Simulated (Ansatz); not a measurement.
Reaction (SMILES): [SeH] (SeH) → [SeH-] (an electron is taken up)
B3LYP-D3(BJ)/def2-TZVP geometries, fixed; electronic energies without zero-point terms; positive where energy is released.

How fast the adiabatic electron affinity converges with the basis for several methods (Ansatz, a first-principles code): deviation from each method's own reference, in eV. References: B3LYP 2.343 eV, the value in aug-cc-pV5Z; CCSD(T) 2.357 eV, Hartree-Fock in aug-cc-pVQZ plus the correlation part extrapolated as X^-3 from aug-cc-pVTZ and aug-cc-pVQZ; HF 1.190 eV, the value in aug-cc-pV5Z; MP2 2.394 eV, Hartree-Fock in aug-cc-pV5Z plus the correlation part extrapolated as X^-3 from aug-cc-pVQZ and aug-cc-pV5Z; PBE 2.306 eV, the value in aug-cc-pV5Z; wB97M-V 2.225 eV, the value in aug-cc-pV5Z. Cartesian d functions, on some or all atoms, in 3-21G, 6-31G**; all else is spherical. In correlated methods cores are frozen (with 3d on Ga to Br). Open shells are unrestricted. No added dispersion term, no relativity. Functionals ending in -V hold VV10 correlation. 

| basis | functions | B3LYP | CCSD(T) | HF | MP2 | PBE | wB97M-V |
|---|---|---|---|---|---|---|---|
| 3-21G | 25 | -0.968 | -1.599 | -0.620 | -1.639 | ___ | -0.901 |
| cc-pVDZ | 32 | -0.699 | -1.124 | -0.494 | -1.093 | ___ | -0.641 |
| 6-31G** | 40 | -0.394 | -0.829 | -0.215 | -0.808 | ___ | -0.383 |
| aug-pcseg-1 | 45 | 0.052 | -0.218 | 0.107 | -0.219 | ___ | 0.086 |
| aug-cc-pVDZ | 45 | 0.017 | -0.244 | 0.055 | -0.241 | ___ | 0.043 |
| def2-SVPD | 49 | 0.026 | -0.247 | 0.069 | -0.241 | ___ | 0.057 |
| def2-TZVPD | 66 | 0.005 | -0.184 | 0.011 | -0.188 | ___ | 0.013 |
| aug-cc-pVQZ | 139 | -0.001 | -0.054 | 0.001 | -0.061 | ___ | 0.001 |

What belongs in the gaps?


- 3-21G, PBE: -0.966
- cc-pVDZ, PBE: -0.702
- 6-31G**, PBE: -0.405
- aug-pcseg-1, PBE: 0.057
- aug-cc-pVDZ, PBE: 0.017
- def2-SVPD, PBE: 0.031
- def2-TZVPD, PBE: 0.004
- aug-cc-pVQZ, PBE: -0.002
